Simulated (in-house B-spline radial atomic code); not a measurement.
Configurations of Ne III (Ne2+), with energies counted from [He] 2s2 2p4. All numbers are computed (scalar-relativistic (X2C) TPSSh, spin-polarised, spherical fractional occupations; Fermi nucleus of rms radius 3.0055 fm) with a B-spline radial code for spherical atoms, not measured. Shells without spins written out take the highest spin.

Caution: exact exchange at fractional occupations of open shells leaves self-interaction of up to several eV.

Occupations are held fixed; configurations that lie above the ionisation limit could autoionise.

```json
{"configuration": "[He] 2s2 2p(2 up, 2 down)", "E - E(ref) (eV)": "3.5953", "highest orbital": "2p up", "its <r> (bohr)": "0.813"}
{"configuration": "[He] 2s2 2p3 3s1", "E - E(ref) (eV)": "37.077", "highest orbital": "3s up", "its <r> (bohr)": "2.517"}
{"configuration": "[He] 2s2 2p3 3d1", "E - E(ref) (eV)": "47.826", "highest orbital": "3d up", "its <r> (bohr)": "3.237"}
{"configuration": "[He] 2s1 2p4 3d1", "E - E(ref) (eV)": "72.332", "highest orbital": "3d up", "its <r> (bohr)": "3.225"}
{"configuration": "[He] 2s(1 up, 0 down) 2p(2 up, 2 down) 3p(0 up, 1 down)", "E - E(ref) (eV)": "74.54", "highest orbital": "3p down", "its <r> (bohr)": "2.856"}
{"configuration": "[He] 2s(0 up, 1 down) 2p(3 up, 1 down) 3d(1 up, 0 down)", "E - E(ref) (eV)": "79.23", "highest orbital": "3d up", "its <r> (bohr)": "3.263"}
```

**Question.** Order these further configurations by energy, lowest first.
A. [He] 2s2 2p3 3p1
B. [He] 2s1 2p4 3s1
C. [He] 2s2 2p(1 up, 2 down) 3s(0 up, 1 down)
D. [He] 2s1 2p4 3p1
E. [He] 2s1 2p5

**Answer.** E (24.18 eV), A (42.036 eV), C (45.666 eV), B (61.607 eV), D (66.604 eV).

**Question.** How far above the reference does [He] 2s2 2p(2 up, 1 down) 3d(0 up, 1 down) lie?

**Answer.** 56.468 eV; its least bound orbital is 3d down with <r> = 3.311 bohr.
